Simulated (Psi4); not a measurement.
H$_{2}$OSi, charge +1, doublet, at a GFN2-xTB geometry of the parent state (a state made from the parent by changing its charge; the spin is typed, not shown lowest); SVWN/def2-SVP (Psi4).

Psi4 was given this input:
```
memory 2 GB

molecule {
1 2
Si    0.06934238   -0.44293770    0.00358120
O    -0.17097170    1.09211434   -0.00882986
H    -1.00009541   -1.45561993   -0.00045378
H     1.39707565   -1.08016707    0.02095588
}

set {
  basis def2-svp
  reference uks
}

energy('svwn')
print_variables()
```

Write the output that Psi4 gives for this input, abridged.


```
   => Loading Basis Set <=

    Name: DEF2-SVP
    Role: ORBITAL
    Keyword: BASIS

         ---------------------------------------------------------
                                   SCF
               by Justin Turney, Rob Parrish, Andy Simmonett
                          and Daniel G. A. Smith
                              UKS Reference
         ---------------------------------------------------------

  ==> Geometry <==

    Molecular point group: c1
    Full point group: C1

    Geometry (in Angstrom), charge = 1, multiplicity = 2:

       Center              X                  Y                   Z               Mass
    ------------   -----------------  -----------------  -----------------  -----------------
         SI           0.077923070950    -0.497748485476     0.004024350025    27.976926534650
         O           -0.162391009050     1.037303554524    -0.008386709975    15.994914619570
         H           -0.991514719050    -1.510430715476    -0.000010629975     1.007825032230
         H            1.405656340950    -1.134977855476     0.021399030025     1.007825032230

  Running in c1 symmetry.

  Rotational constants: A =      5.68178  B =      0.59466  C =      0.53832 [cm^-1]
  Rotational constants: A = 170335.49066  B =  17827.50465  C =  16138.43757 [MHz]
  Nuclear repulsion =   51.582234668835113

  Charge       = 1
  Multiplicity = 2
  Electrons    = 23
  Nalpha       = 12
  Nbeta        = 11

  ==> Algorithm <==

  SCF Algorithm Type is DF.
  DIIS enabled.
  MOM disabled.
  Fractional occupation disabled.
  Guess Type is SAD.
  Energy threshold   = 1.00e-06
  Density threshold  = 1.00e-06
  Integral threshold = 1.00e-12

  ==> Primary Basis <==

  Basis Set: DEF2-SVP
    Blend: DEF2-SVP
    Number of shells: 20
    Number of basis functions: 42
    Number of Cartesian functions: 44
    Spherical Harmonics?: true
    Max angular momentum: 2

  ==> DFT Potential <==

   => LibXC <=

    Version 7.1.2
    S. Lehtola, C. Steigemann, M. J. T. Oliveira, and M. A. L. Marques,  SoftwareX 7, 1–5 (2018) (10.1016/j.softx.2017.11.002)

   => Composite Functional: SVWN <=

    Slater exchange
    Vosko, Wilk & Nusair (VWN5_RPA)
    P. A. M. Dirac,  Math. Proc. Cambridge Philos. Soc. 26, 376 (1930) (10.1017/S0305004100016108)
    F. Bloch,  Z. Phys. 57, 545 (1929) (10.1007/BF01340281)
    S. H. Vosko, L. Wilk, and M. Nusair,  Can. J. Phys. 58, 1200 (1980) (10.1139/p80-159)

    Deriv               =              1
    GGA                 =          FALSE
    Meta                =          FALSE

    Exchange Hybrid     =          FALSE
    MP2 Hybrid          =          FALSE

   => Exchange Functionals <=

    1.0000         XC_LDA_X

   => Correlation Functionals <=

    1.0000   XC_LDA_C_VWN_RPA

   => LibXC Density Thresholds  <==

    XC_LDA_C_VWN_RPA:  1.00E-15
    XC_LDA_X:  1.00E-15

   => Molecular Quadrature <=

    Radial Scheme          =       TREUTLER
    Pruning Scheme         =           NONE
    Nuclear Scheme         =       TREUTLER

    Blocking Scheme        =         OCTREE
    BS radius alpha        =              1
    Pruning alpha          =              1
    Radial Points          =             75
    Spherical Points       =            302
    Total Points           =          86994
    Total Blocks           =            706
    Max Points             =            255
    Max Functions          =             42
    Weights Tolerance      =       1.00E-15

   => Loading Basis Set <=

    Name: (DEF2-SVP AUX)
    Role: JKFIT
    Keyword: DF_BASIS_SCF

  ==> Integral Setup <==

  SCF_SUBTYPE=INCORE selected. In-core MEM_DF algorithm will be used.
  Using in-core AOs.

  ==> MemDFJK: Density-Fitted J/K Matrices <==

    J tasked:                   Yes
    K tasked:                    No
    wK tasked:                   No
    Algorithm:                 Core
    Schwarz Cutoff:           1E-12
    Mask sparsity (%):       0.1134
    Fitting Condition:        1E-10

   => Auxiliary Basis Set <=

  Basis Set: (DEF2-SVP AUX)
    Blend: DEF2-UNIVERSAL-JKFIT
    Number of shells: 75
    Number of basis functions: 241
    Number of Cartesian functions: 288
    Spherical Harmonics?: true
    Max angular momentum: 4

  Minimum eigenvalue in the overlap matrix is 2.8144301493E-02.
  Reciprocal condition number of the overlap matrix is 7.6283800722E-03.
    Using symmetric orthogonalization.

  ==> Pre-Iterations <==

  SCF Guess: Superposition of Atomic Densities via on-the-fly atomic UHF (no occupation information).

   -------------------------
    Irrep   Nso     Nmo
   -------------------------
     A         42      42
   -------------------------
    Total      42      42
   -------------------------

  ==> Iterations <==

                           Total Energy        Delta E     RMS |[F,P]|

   @DF-UKS iter SAD:  -364.11354576241092   -3.64114e+02   0.00000e+00
   @DF-UKS iter   1:  -363.85711890404519    2.56427e-01   1.66081e-02 ADIIS/DIIS
   @DF-UKS iter   2:  -359.38986491483257    4.46725e+00   5.83327e-02 ADIIS/DIIS
   @DF-UKS iter   3:  -363.81873461898175   -4.42887e+00   1.80522e-02 ADIIS/DIIS
   @DF-UKS iter   4:  -364.06085679994754   -2.42122e-01   5.88845e-03 ADIIS/DIIS
   @DF-UKS iter   5:  -364.09039313020600   -2.95363e-02   1.44801e-03 ADIIS/DIIS
   @DF-UKS iter   6:  -364.09323951416184   -2.84638e-03   2.22682e-04 ADIIS/DIIS
   @DF-UKS iter   7:  -364.09330931101931   -6.97969e-05   3.27238e-05 DIIS
   @DF-UKS iter   8:  -364.09331073443775   -1.42342e-06   6.18245e-06 DIIS
   @DF-UKS iter   9:  -364.09331080266878   -6.82310e-08   1.41189e-06 DIIS
   @DF-UKS iter  10:  -364.09331080538647   -2.71768e-09   5.09149e-07 DIIS
  Energy and wave function converged.

  ==> Post-Iterations <==

   Electrons on quadrature grid:
      Nalpha   =   12.0000021430 ; deviation = 2.143e-06
      Nbeta    =   11.0000010431 ; deviation = 1.043e-06
      Ntotal   =   23.0000031861 ; deviation = 3.186e-06

   @Spin Contamination Metric:   5.034204649E-03
   @S^2 Expected:                7.500000000E-01
   @S^2 Observed:                7.550342046E-01
   @S   Expected:                5.000000000E-01
   @S   Observed:                5.000000000E-01

    Orbital Energies [Eh]
    ---------------------

    Alpha Occupied:

       1A    -65.474165     2A    -18.974562     3A     -5.398075
       4A     -3.846673     5A     -3.840376     6A     -3.838612
       7A     -1.201909     8A     -0.790841     9A     -0.683901
      10A     -0.658262    11A     -0.630408    12A     -0.616794

    Alpha Virtual:

      13A     -0.406773    14A     -0.320163    15A     -0.245115
      16A     -0.196996    17A     -0.114327    18A      0.005649
      19A      0.050681    20A      0.078011    21A      0.084982
      22A      0.136239    23A      0.181099    24A      0.206128
      25A      0.331415    26A      0.428824    27A      0.532769
      28A      0.646504    29A      0.656895    30A      0.666114
      31A      0.831150    32A      1.097374    33A      1.149233
      34A      1.155729    35A      1.360247    36A      1.621678
      37A      1.764666    38A      2.182735    39A      2.194409
      40A      2.338249    41A      2.420407    42A      2.792878

    Beta Occupied:

       1A    -65.474537     2A    -18.955264     3A     -5.398402
       4A     -3.847294     5A     -3.840726     6A     -3.838787
       7A     -1.165870     8A     -0.777972     9A     -0.651640
      10A     -0.635977    11A     -0.610192

    Beta Virtual:

      12A     -0.567077    13A     -0.402893    14A     -0.311080
      15A     -0.238650    16A     -0.182141    17A     -0.111969
      18A      0.013172    19A      0.052525    20A      0.076567
      21A      0.089720    22A      0.139811    23A      0.186039
      24A      0.209746    25A      0.341417    26A      0.442705
      27A      0.552800    28A      0.662223    29A      0.682144
      30A      0.699251    31A      0.852025    32A      1.119541
      33A      1.169773    34A      1.175705    35A      1.380204
      36A      1.642179    37A      1.786975    38A      2.234081
      39A      2.245895    40A      2.355959    41A      2.465932
      42A      2.820860

    Final Occupation by Irrep:
              A
    DOCC [    11 ]
    SOCC [     1 ]
    NA   [    12 ]
    NB   [    11 ]

  @DF-UKS Final Energy:  -364.09331080538647

   => Energetics <=

    Nuclear Repulsion Energy =             51.5822346688351132
    One-Electron Energy =                -600.6282278267343600
    Two-Electron Energy =                 213.5431897121180782
    DFT Exchange-Correlation Energy =     -28.5905073596052581
    Empirical Dispersion Energy =           0.0000000000000000
    VV10 Nonlocal Energy =                  0.0000000000000000
    Total Energy =                       -364.0933108053864657

  UHF NO Occupations:
  HONO-2 :   10  A 1.9992687
  HONO-1 :   11  A 1.9986928
  HONO-0 :   12  A 1.0000000
  LUNO+0 :   13  A 0.0013072
  LUNO+1 :   14  A 0.0007313
  LUNO+2 :   15  A 0.0002439
  LUNO+3 :   16  A 0.0001363

Computation Completed

Properties will be evaluated at   0.000000,   0.000000,   0.000000 [a0]

Properties computed using the SCF density matrix

 Multipole Moments:

 ------------------------------------------------------------------------------------
     Multipole            Electronic (a.u.)      Nuclear  (a.u.)        Total (a.u.)
 ------------------------------------------------------------------------------------

 L = 1.  Multiply by 2.5417464519 to convert [e a0] to [Debye]
 Dipole X            :         -0.1250680            0.3891637            0.2640956
 Dipole Y            :          0.7988959           -2.4858571           -1.6869612
 Dipole Z            :         -0.0064591            0.0200984            0.0136393
 Magnitude           :                                                    1.7075628

 ------------------------------------------------------------------------------------

  Variable Map:
  ----------------------------------------------------------------------------
  "CURRENT ENERGY"              =>    -364.093310805386
  "CURRENT REFERENCE ENERGY"    =>    -364.093310805386
  "DD SOLVATION ENERGY"         =>       0.000000000000
  "DFT FUNCTIONAL TOTAL ENERGY" =>    -364.093310805386
  "DFT TOTAL ENERGY"            =>    -364.093310805386
  "DFT VV10 ENERGY"             =>       0.000000000000
  "DFT XC ENERGY"               =>     -28.590507359605
  "GRID ELECTRONS ALPHA"        =>      12.000002143002
  "GRID ELECTRONS BETA"         =>      11.000001043091
  "GRID ELECTRONS TOTAL"        =>      23.000003186093
  "NUCLEAR REPULSION ENERGY"    =>      51.582234668835
  "ONE-ELECTRON ENERGY"         =>    -600.628227826734
  "PCM POLARIZATION ENERGY"     =>       0.000000000000
  "PE ENERGY"                   =>       0.000000000000
  "SCF ITERATION ENERGY"        =>    -364.093310805386
  "SCF ITERATIONS"              =>      10.000000000000
  "SCF TOTAL ENERGY"            =>    -364.093310805386
  "TWO-ELECTRON ENERGY"         =>     213.543189712118
  "XC GRID RADIAL POINTS"       =>      75.000000000000
  "XC GRID SPHERICAL POINTS"    =>     302.000000000000
  "XC GRID TOTAL POINTS"        =>   86994.000000000000

  Array Variable Map:
  ----------------------------------------------------------------------------
  "CURRENT DIPOLE"              =>       0.264095632156 ... 0.013639262780 1 by 3
  "SCF DIPOLE"                  =>       0.264095632156 ... 0.013639262780 1 by 3
  "SCF TOTAL ENERGIES"          =>    -364.113545762411 ... -364.093310805386 1 by 11
```
